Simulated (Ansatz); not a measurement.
**Question.** Name a neutral molecule of B, C, Cl, F and H with HOMO energy (PBE0/def2-TZVPP) between -8.85 and -8.55 eV and HOMO–LUMO gap (B3LYP/def2-TZVPP) between 7.25 and 7.55 eV (Ansatz, PBE0-D4/def2-TZVP geometry).

**Answer.** `CC(Cl)B(F)F` (-8.59 eV, 7.38 eV); `BC(C)(F)Cl` (-8.85 eV, 7.48 eV). Other molecules can fit too; these were computed, each in one conformer that needn't be the lowest.

B3LYP here is the variant with VWN-RPA as its local correlation; programs differ in this.
